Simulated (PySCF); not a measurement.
C6H5O, multiplicity 2. Atoms are numbered in the order given.

```xyz
12

O      0.1201    -2.2253     0.0000
C      0.0298    -0.8771     0.0000
C      1.2271    -0.1496     0.0000
C      1.1977     1.2470     0.0000
C     -0.0387     1.8560     0.0000
C     -1.2427     1.1913     0.0000
C     -1.2004    -0.2086     0.0000
H     -0.7654    -2.6032     0.0000
H      2.1718    -0.6978     0.0000
H      2.1296     1.8188     0.0000
H     -2.2023     1.7151     0.0000
H     -2.1321    -0.7844     0.0000
```
Charge 0, spin multiplicity 2.

Geometry optimised at PBE0-D3(BJ)/def2-SVP. The isomer is the one that the SMILES or the coordinates give; other isomers of the formula were not compared. The values are those of a single conformer.

These are PySCF with TDA-PBE/def2-SVPD values and carry that method's errors.

Vertical excitations. 

Problem. Estimate the UV-visible absorptions. (An estimate is asked for; the answer gives what the named calculation found.)

Solution. 
```
state    energy (eV)  λ (nm)      f                                                                          main pairs
-------  -----------  ------  -----  ----------------------------------------------------------------------------------
root 1          2.15     578  0.001                                                                    β HOMO→LUMO 99 %
root 2          3.31     375  0.000                                                                 β HOMO−1→LUMO 100 %
root 3          3.84     323  0.001                                              α HOMO−1→LUMO 42 %, β HOMO→LUMO+1 57 %
root 4          4.15     299  0.000  α HOMO−1→LUMO+1 32 %, α HOMO−2→LUMO 18 %, β HOMO→LUMO+2 31 %, β HOMO−1→LUMO+1 18 %
root 5          4.19     296  0.000                                                                   α HOMO→LUMO 100 %
root 6          4.58     271  0.000  α HOMO−2→LUMO 31 %, α HOMO−1→LUMO+1 19 %, β HOMO−1→LUMO+1 32 %, β HOMO→LUMO+2 17 %
root 7          4.73     262  0.002                                              α HOMO→LUMO+1 80 %, β HOMO−2→LUMO 19 %
root 8          4.84     256  0.037   α HOMO−1→LUMO 48 %, α HOMO−2→LUMO+1 12 %, β HOMO→LUMO+1 32 %, β HOMO−1→LUMO+2 6 %
root 9          5.14     241  0.004                                              α HOMO→LUMO+1 19 %, β HOMO−2→LUMO 80 %
root 10         5.18     239  0.000                                                                  β HOMO−3→LUMO 99 %
```
Unrestricted roots are not spin-pure.
